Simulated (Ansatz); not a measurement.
`C1=[N][AlH][CH2][Se]1` at its PBE0-D4/def2-TZVP geometry, where that method's forces vanish. Charge 0, multiplicity 1.

```xyz
9

C    -1.4198   -0.0794    0.9409
N    -1.6615   -0.2200   -0.2840
Al   -0.1435   -0.1345   -1.2785
C     1.2880    0.1541    0.0392
Se    0.3439    0.1992    1.7338
H    -2.1899   -0.0976    1.7224
H    -0.0665   -0.2693   -2.8484
H     2.0266   -0.6499    0.0670
H     1.8228    1.0973   -0.0924
```

What forces (eV/Å) does r2SCAN-D4/def2-TZVPP give on these atoms in the Gaussian-basis code of Ansatz? (Best estimate.)

The calculation gave: 
```
C1  -0.153  0.004  0.245
N2  -0.048 -0.041 -0.371
Al3 -0.031 -0.006 -0.064
C4   0.041 -0.009 -0.166
Se5  0.137  0.040  0.275
H6   0.016  0.004  0.023
H7   0.002  0.002  0.025
H8   0.016  0.023  0.016
H9   0.019 -0.018  0.017
```
